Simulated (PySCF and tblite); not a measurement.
The numbers below are computed, except where a source is named.
System: C7H9N, numbered as in [CH:1]#[C:2][C@H:3]1[CH:4]=[CH:5][CH2:6][NH:7][CH2:8]1.

Motion: pyramidal inversion at N7. GFN2-xTB gives an electronic barrier of 6.9 kcal/mol and a reaction energy of 2.7 kcal/mol.

PBE0/pcSseg-1 + D3(BJ) on GFN2-xTB geometries gives 4.9 kcal/mol and k(298 K) = 1.7×10¹⁰ s⁻¹.

(1) What does PBE0/pcSseg-1 + D3(BJ), IEF-PCM tetrahydrofuran give on GFN2-xTB geometries?

Programs: tblite and PySCF.

## Answers

(1) A barrier of 5.3 kcal/mol, 0.4 above the first DFT barrier (from unrounded values), a reaction energy of 1.0 kcal/mol and, with GFN2-xTB thermal terms, ΔG‡(298 K) = 3.9 kcal/mol and k = 9×10⁹ s⁻¹ (1 equivalent path).
